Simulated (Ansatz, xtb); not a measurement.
# Ligand exchange: IBr + C2H4Cl2 → CH3I + CHBrCl2

Species: IBr (iodine monobromide), singlet; C2H4Cl2 (1,1-dichloroethane) `CC(Cl)Cl`, singlet; CH3I `CI`, singlet; CHBrCl2 (bromodichloromethane) `ClC(Cl)Br`, singlet. The partners trade Br for CH3: I–Br and C–CH3 bonds give way to I–CH3 and C–Br.

Shapes, held fixed at every level: PBE0-D4/def2-TZVP. Programs: Ansatz 0.2.0, xtb 6.7.1. The zero-point and thermal change to 298 K, harmonic and unscaled (PBE0-D4/def2-TZVP), is -5.1 kJ/mol.

Problem. Estimate the reaction enthalpy at 298 K.

Solution. From tabulated heats of formation (Active Thermochemical Tables), ΔH(298 K) = +50.1 kJ/mol. Nearest: PBE-D4/def2-TZVPP (+1.9); farthest: HF/def2-TZVPP (+18.7). 4 of 8 levels lie within 10 kJ/mol. For atoms past krypton def2 sets carry core potentials with scalar relativity. Relativity is left out for Br. Outer-core shells of Br, I are correlated, in sets that cover them unevenly.

```tsv
level	kind	ΔH (kJ/mol)	computed − measured
GFN0-xTB	semi-empirical	+38.8	-11.3
HF/def2-TZVPP	Hartree–Fock	+68.8	+18.7
PBE-D4/def2-TZVPP	GGA	+52.0	+1.9
r2SCAN0-D4/def2-TZVPP	global hybrid	+57.2	+7.1
wB97M-V/def2-TZVPP	range-separated hybrid	+56.0	+5.9
MP2/def2-TZVPP	perturbation theory	+36.3	-13.8
CCSD/def2-SVP	coupled cluster or CI	+68.5	+18.4
CCSD(T)/def2-TZVPP	coupled cluster or CI	+45.1	-5.0
```
